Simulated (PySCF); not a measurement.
Job file and geometry (Å, from PBE0-D3(BJ)/def2-SVP) of a spin–spin coupling run on `FCCCBr`, C₃H₆BrF, PySCF 2.14.0, density-fitted response routines, B3LYP/pcJ-1 Br:pcSseg-1 indirect spin-spin coupling, non-relativistic, gas phase; density fitting, a coarse starting grid and PySCF grid level 2 are the driver's defaults:

```
{"job": {"kind": "j", "xc": "B3LYP", "basis": "pcJ-1"}, "charge": 0, "multiplicity": 1}
F     -1.197877    -0.331244     1.614547
C     -1.301752     0.114817     0.318537
C     -0.098365    -0.323667    -0.486301
C      1.192641     0.215229     0.091397
Br     2.740406    -0.374005    -0.922026
H     -1.387081     1.216022     0.339964
H     -2.227539    -0.293894    -0.119963
H     -0.060868    -1.424381    -0.513982
H     -0.222773     0.019265    -1.526251
H      1.220052     1.313620     0.081249
H      1.341699    -0.131599     1.121211
```

**Question.** What does the program print?

**Answer.** 
```
coarse grid: 43008 points
cycle   1  E = -2791.6488694547  dE = -8.893e-01  |g| = 8.570e-01  |ddm| = 2.608e+00
cycle   2  E = -2791.6213573581  dE =  2.751e-02  |g| = 7.849e-01  |ddm| = 8.251e-01
cycle   3  E = -2791.6898328635  dE = -6.848e-02  |g| = 2.458e-01  |ddm| = 6.091e-01
cycle   4  E = -2791.6978035903  dE = -7.971e-03  |g| = 4.162e-02  |ddm| = 1.438e-01
cycle   5  E = -2791.6980073203  dE = -2.037e-04  |g| = 1.099e-02  |ddm| = 2.987e-02
cycle   6  E = -2791.6980348866  dE = -2.757e-05  |g| = 1.502e-03  |ddm| = 1.007e-02
cycle   7  E = -2791.6980352484  dE = -3.619e-07  |g| = 7.457e-04  |ddm| = 1.805e-03
final grid: 90536 points
cycle   8  E = -2791.6979981033  dE =  1.768e-07  |g| = 1.140e-03  |ddm| = 1.707e-03
cycle   9  E = -2791.6979975737  dE =  5.296e-07  |g| = 1.822e-03  |ddm| = 2.439e-03
cycle  10  E = -2791.6979984412  dE = -8.676e-07  |g| = 1.148e-04  |ddm| = 1.547e-03
cycle  11  E = -2791.6979984427  dE = -1.445e-09  |g| = 6.937e-06  |ddm| = 9.485e-05
cycle  12  E = -2791.6979984427  dE = -1.319e-11  |g| = 3.815e-06  |ddm| = 9.325e-06
converged SCF energy = -2791.6979984427

Indirect spin-spin couplings (Hz)
  i      j    bonds     total        FC       PSO       DSO        SD
  0 F    1 C    1   -234.987  -282.657    25.634     0.705    21.331
  0 F    2 C    2     19.310    18.075    -0.351     0.006     1.580
  0 F    3 C    3      4.161     4.893    -0.924     0.181     0.010
  0 F    5 H    2     56.027    50.068    10.453    -1.196    -3.299
  0 F    6 H    2     53.089    47.328    10.329    -1.293    -3.275
  0 F    7 H    3      9.891     8.209     2.052    -0.025    -0.346
  0 F    8 H    3     43.645    44.910     0.808    -1.894    -0.179
  0 F    9 H    4      0.223    -0.453     1.202    -0.216    -0.309
  0 F   10 H    4      0.590     0.574    -1.219     1.392    -0.158
  1 C    2 C    1     37.801    38.562    -1.023     0.262         -
  1 C    3 C    2     -0.608    -0.559    -0.122     0.073         -
  1 C    5 H    1    152.280   151.552    -0.306     1.034         -
  1 C    6 H    1    155.927   155.242    -0.317     1.002         -
  1 C    7 H    2     -6.680    -6.602    -0.093     0.014         -
  1 C    8 H    2      2.657     2.583     0.031     0.043         -
  1 C    9 H    3      1.990     1.973    -0.139     0.156         -
  1 C   10 H    3      1.777     1.723    -0.042     0.095         -
  2 C    3 C    1     38.211    38.926    -1.017     0.303         -
  2 C    5 H    2     -1.119    -1.080     0.014    -0.053         -
  2 C    6 H    2     -0.065     0.006    -0.010    -0.061         -
  2 C    7 H    1    138.218   136.447     0.685     1.086         -
  2 C    8 H    1    133.612   131.745     0.816     1.052         -
  2 C    9 H    2     -1.675    -1.776     0.057     0.044         -
  2 C   10 H    2     -2.668    -2.791     0.049     0.073         -
  3 C    5 H    3      4.714     4.492     0.012     0.211         -
  3 C    6 H    3     13.080    12.967     0.431    -0.318         -
  3 C    7 H    2     -4.915    -5.020    -0.055     0.160         -
  3 C    8 H    2     -6.515    -6.595    -0.051     0.131         -
  3 C    9 H    1    154.315   152.984     0.062     1.269         -
  3 C   10 H    1    159.719   158.457    -0.026     1.287         -
  5 H    6 H    2    -11.038   -11.140     2.099    -1.997         -
  5 H    7 H    3     14.723    14.670     2.662    -2.609         -
  5 H    8 H    3      1.902     1.729     0.273    -0.100         -
  6 H    7 H    3      5.439     5.311     0.158    -0.031         -
  6 H    8 H    3      2.091     1.953     0.166    -0.028         -
  6 H    9 H    4     -0.239    -0.357     1.435    -1.317         -
  6 H   10 H    4     -0.428    -0.521     1.624    -1.532         -
  7 H    8 H    2    -15.226   -15.869     2.031    -1.388         -
  7 H    9 H    3     15.316    15.101     2.587    -2.371         -
  7 H   10 H    3      5.379     4.926     0.182     0.271         -
  8 H    9 H    3      5.445     5.005     0.256     0.185         -
  8 H   10 H    3     15.902    15.686     2.590    -2.375         -
  9 H   10 H    2    -10.925   -12.000     2.192    -1.118         -
```

Size and cost of the density-fitted run: 209 basis functions, 37 s wall time on 1 thread of an Arm Neoverse V1, shared host.
